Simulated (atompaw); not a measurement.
**In (Z = 49): one change to a PAW (atompaw) potential, before and after**

| Item | Value |
| --- | --- |
| Element | indium (In) |
| Generator | atompaw 4.2.0.5 |
| Type | PAW |
| Functional | LDA (PW92) |
| Relativity | scalar-relativistic |
| Frozen core | [Kr] 4d10 |
| Valence charge | 3 |
| Reference configuration | 5s2 5p1 |
| Partial waves | 5s (bound): rc 2.35 bohr; 5s channel at 0.2 Ry: rc 2.35 bohr; 5p (bound): rc 2.75 bohr; 5p channel at 2.55 Ry: rc 2.75 bohr; 5d channel at 0.2 Ry: rc 2.45 bohr |
| Local potential | troulliermartins scheme with l = 3 at -0.5 Ry, radius 2.15 bohr |
| Core correction | smooth core density matched at 1.65 bohr |
| Augmentation charge | besselshape compensation charge, radius 2.65 bohr; PAW radius 2.75 bohr; waves and projectors: custom polynom gramschmidtortho |

Change: local potential vpsmatchnc scheme with l = 3 at -0.5 Ry, radius 2.15 bohr.

Cutoffs: the cutoffs (Ry, on a coarse ladder) from which the occupation-weighted sum of valence levels, in a spherical-Bessel basis at the reference potential, stays within 10 and 1 mRy of its value at 400 Ry; they do not see the model core or the augmentation charge, which bear on the density cutoff.

Q: What does the change do?

A: Both files are so soft that the ladder of cutoffs tells neither apart; the bound ghosts move from p, s to d, p, s. A state that the projectors do not describe sees the local part alone, so a deeper or shallower local part can create or remove a ghost.

```csv
quantity,base,changed
"cutoff, loose",10 Ry,10 Ry
"cutoff, tight",10 Ry,10 Ry
loose cutoff by channel (10 mRy a level),"s 10 Ry, p 6 Ry","s 6 Ry, p 6 Ry"
bound ghosts,"s, p","s, p, d"
s: phases at 2.75 bohr within 0.05 rad from the reference energy up to (Ry; the scan ends near 5),3.8,3.5
p: phases at 2.75 bohr within 0.05 rad from the reference energy up to (Ry; the scan ends near 5),to the end of the scan,4.9
d: phases at 2.75 bohr within 0.05 rad from the reference energy up to (Ry; the scan ends near 5),0.4,0.6
lowest overlap eigenvalue by channel,"s 0.04, p 0.16, d 1.00","s 0.01, p 0.05, d 1.00"
```

 A true bound ghost makes a file unfit for plane-wave use even where its test errors are small: the radial tests pick states by their node count and pass the ghost by. The cutoffs see the waves, projectors and local potential, not the compensation charge or the core.
